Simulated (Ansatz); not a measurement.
Name a neutral molecule of C, O, Sn and H with LUMO energy (ωB97M-V/def2-TZVPP) between 1.45 and 1.75 eV and HOMO energy (ωB97M-V/def2-TZVPP) between -9.10 and -8.80 eV (Ansatz, PBE0-D4/def2-TZVP geometry).

`C=C[CH2][SnH]([CH3])[O]C` (1.52 eV, -8.84 eV). Other molecules can fit too; these were computed, each in one conformer that needn't be the lowest.
